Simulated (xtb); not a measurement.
Si(F)2(vinyl)(OH) (C2H4F2OSi), SMILES C=C[Si](O)(F)F. All values are semi-empirical tight-binding results from xtb (GFN2-xTB unless named), good for trends rather than for accurate numbers. Geometry optimised at GFN2-xTB. This is a generated structure with no PubChem entry under its InChIKey; it may be hypothetical. One conformer was computed; it need not be the lowest.

Optimised geometry:

```xyz
10

C     -0.0725    -2.4881     0.0000
C      0.6735    -1.3935     0.0000
Si     0.0134     0.3481     0.0000
O     -1.5898     0.3393     0.0000
F      0.5593     1.2206    -1.2301
F      0.5593     1.2206     1.2301
H     -1.1480    -2.4360     0.0000
H      0.3601    -3.4763     0.0000
H      1.7517    -1.4994     0.0000
H     -2.1073     1.1422     0.0000
```
Charge 0, spin multiplicity 1.

```json
{
  "point_group_as_xtb_finds_it": "Cs",
  "orbital_gap": "4.93 eV",
  "dipole_moment": "2.00 D",
  "zero_point_energy": "38.0 kcal/mol",
  "G − E(el) at 298.15 K (modified RRHO)": "17.7 kcal/mol",
  "static polarisability (D4 model)": "67.6 bohr³",
  "solvation energy, GFN2-xTB/ALPB(water)": "-5.5 kcal/mol",
  "solvation energy, GFN2-xTB/ALPB(octanol)": "-5.7 kcal/mol"
}
```

Problem. Give the atomic charges and the Wiberg bond orders between heavy atoms. (An estimate is asked for; the answer gives what the named calculation found.)

Solution. charges (e) C1 -0.07, C2 -0.11, Si3 0.68, O4 -0.45, F5 -0.27, F6 -0.27, H7 0.05, H8 0.05, H9 0.05, H10 0.33. Bond orders C1–C2 2.00, C2–Si3 0.90, Si3–O4 1.21, Si3–F5 1.05, Si3–F6 1.05.
